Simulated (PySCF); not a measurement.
A calculated (UHF, PySCF 2.14, def2-QZVPPD, no relativity, point nucleus) atom or ion has these occupied shells.

```tsv
shell	electrons	orbital energy (eV)	rms radius, mean of both spins (bohr)
1s α	1	-5483.2	0.0776
1s β	1	-5483.2	0.0776
2s α	1	-650.47	0.335
2s β	1	-648.83	0.335
2p α	3	-545.65	0.304
2p β	3	-544.01	0.304
3s α	1	-89.482	1.03
3s β	1	-83.723	1.03
3p α	3	-58.489	1.11
3p β	3	-51.426	1.11
3d α	3	-14.026	1.50
4s α	1	-6.715	3.91
4s β	1	-5.872	3.91
```

(1) Name the element and its charge.

Answers

(1) V (vanadium, neutral), in [Ar] 3d3 4s2, high-spin 4F determinant.
